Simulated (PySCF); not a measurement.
# Chromium: a sound run and one with changed settings

Sound run: Cr [Ar] 3d5 4s1, Cr⁺ [Ar] 3d5. All numbers are calculated (PySCF 2.14, scalar relativity by spin-free X2C-1e, in aug-cc-pVDZ-DK (7s6p4d2f, 59 functions)). In the sound run the correlated levels freeze [Ar]. The sound run starts from symmetry-adapted Hartree-Fock orbitals and uses a fine grid where one is needed.

Changed run: the non-relativistic Hamiltonian (point nucleus). This setting is unsound on purpose.

```
species  method  sound run (hartree)  changed run (hartree)  converged
     Cr     UHF          -1049.65359            -1040.60954        yes
     Cr    BP86          -1050.93749            -1041.89536        yes
     Cr  r2SCAN          -1050.75591            -1041.71329        yes
     Cr     MP2          -1049.73677            -1040.69161        yes
    Cr⁺     UHF          -1049.43264            -1040.39301        yes
    Cr⁺    BP86          -1050.66225            -1041.62618        yes
    Cr⁺  r2SCAN          -1050.48721            -1041.45064        yes
    Cr⁺     MP2          -1049.49879            -1040.45870        yes
```

Ionisation energy of Cr:

```json
{"method": "UHF", "sound run (eV)": "6.013", "changed run (eV)": "5.892"}
{"method": "BP86", "sound run (eV)": "7.490", "changed run (eV)": "7.325"}
{"method": "r2SCAN", "sound run (eV)": "7.311", "changed run (eV)": "7.147"}
{"method": "MP2", "sound run (eV)": "6.476", "changed run (eV)": "6.338"}
{"method": "SCS-MP2", "sound run (eV)": "6.167", "changed run (eV)": "6.041"}
```

Most of the change in total energy is the relativistic energy itself. On top of that the contraction fixes the core shape for the Hamiltonian it was made with, so the changed run is not a good calculation with the other Hamiltonian either.

For comparison, NIST gives 6.767 eV between the lowest levels.
